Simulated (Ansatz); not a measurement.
Geometry optimisation, RKS PBE/def2-SVP (Ansatz 0.2.0).

input.yaml

```yaml
crystal:
  periodic: [false, false, false]
  atoms:
    - { symbol: In, position_ang: [0.0, 0.0, 0.0] }
    - { symbol: O, position_ang: [0.0, 0.0, 2.34] }
    - { symbol: H, position_ang: [-0.9095, -0.2814, 2.6771] }
    - { symbol: Cl, position_ang: [2.113, 0.0, -1.22] }
    - { symbol: Cl, position_ang: [-2.113, 0.0, -1.22] }
    - { symbol: H, position_ang: [0.4415, 1.9141, 0.6527] }
    - { symbol: H, position_ang: [0.3347, 1.4511, 1.654] }
basis:
  gaussian: { orbitals: def2-SVP }
hamiltonian:
  xc: pbe
relax:
  f_tol: 0.15
  max_steps: 25
  restrain:
    - { distance: [0, 5], at: 1.77, k: 30.0 }
    - { distance: [6, 1], at: 1.01, k: 30.0 }
    - { distance: [0, 1], at: 3.19, k: 30.0 }
    - { distance: [6, 5], at: 1.86, k: 30.0 }
```

Command:

```bash
$ ansatz run input.yaml --threads 2 --pin off --max-ram 3072MiB --backend cpu --events-out ev --progress --plain --runs-dir out
```

Where does it end, and by what steps?

The run converged. The restraints hold the end off the free minimum; the threshold counts their pulls, which the force column leaves out. Restrained pairs: In1–H6 (2.07 → 1.76 Å), O2–H7 (1.64 → 0.99 Å), In1–O2 (2.34 → 3.18 Å), H6–H7 (1.11 → 1.87 Å). After 9 steps the energy has fallen by 1.605 eV (the restraints' own energy left out); In1 moved furthest, 0.84 Å.

| step | energy less start (eV) | largest force component (eV/Å) | accepted |
| --- | --- | --- | --- |
| 0 | 0.0000 | 2.219 | yes |
| 1 | 0.4202 | 2.216 | yes |
| 2 | -0.0339 | 3.148 | yes |
| 3 | -0.8524 | 1.637 | yes |
| 4 | -1.3021 | 0.895 | yes |
| 5 | -1.5310 | 0.913 | yes |
| 6 | -1.5816 | 1.057 | yes |
| 7 | -1.5691 | 1.139 | no |
| 8 | -1.5970 | 0.608 | yes |
| 9 | -1.6047 | 0.638 | yes |

```xyz
7
Properties=species:S:1:pos:R:3
In 0.192 0.611 -0.540
O 0.040 0.094 2.590
H -0.908 -0.005 2.801
Cl 2.070 -0.327 -1.605
Cl -1.889 -0.243 -1.264
H 0.264 1.922 0.633
H 0.098 1.032 2.269
```

The run took 17 s on 2 threads of Arm Neoverse V1, on a shared host, peak memory 0.13 GiB.
